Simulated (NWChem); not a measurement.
## Atomisation of C₂HBr₂F

SMILES: BrC(=CF)Br
```xyz
6

F      2.5342    -0.8929     0.0000
C      1.7602     0.1866     0.0000
C      0.4242     0.1116     0.0000
Br    -0.4757    -1.5449     0.0000
Br    -0.6164     1.6910     0.0000
H      2.3083     1.1323     0.0000
```
Charge 0, spin multiplicity 1.

Program: NWChem. The geometry was optimised at B3LYP/def2-SVP, held to Cs symmetry and with no frequency check, so it may be a saddle point.

Basis set: def2-TZVP. The atomisation energy is electronic alone: no zero-point, thermal, spin-orbit or counterpoise terms. No value is extrapolated to the basis-set limit. Free atoms are single determinants with multiplicities F 2, C 3, Br 2, H 2. Correlated methods freeze the same cores in atoms and molecule, 21 orbitals in all.

```tsv
method	atomisation energy (kcal/mol)	relative cost
B3LYP	489.7	under 3
HF	323.9	3
BHandHLYP	462.1	1
PBE0	505.6	under 3
TPSS	503.7	under 3
MP2	506.9	6
PBE	527.1	under 3
CAM-B3LYP	493.2	20
```

The values span 203.1 kcal/mol, from HF (lowest) to PBE (highest). Costs are rough ratios of processor time within this set of runs, SCF included, with BHandHLYP as 1. Costs are the molecule's.

The Hamiltonian is non-relativistic. B3LYP has NWChem's definition, with VWN1-RPA local correlation. GW and range-separated runs recompute their integrals, the others keep them in memory, which bears on the times. The structure started from a generated list of species. No SCF solution was tested for a lower state. Open-shell Hartree-Fock references start from PBE0 orbitals; any time given for them includes that run.
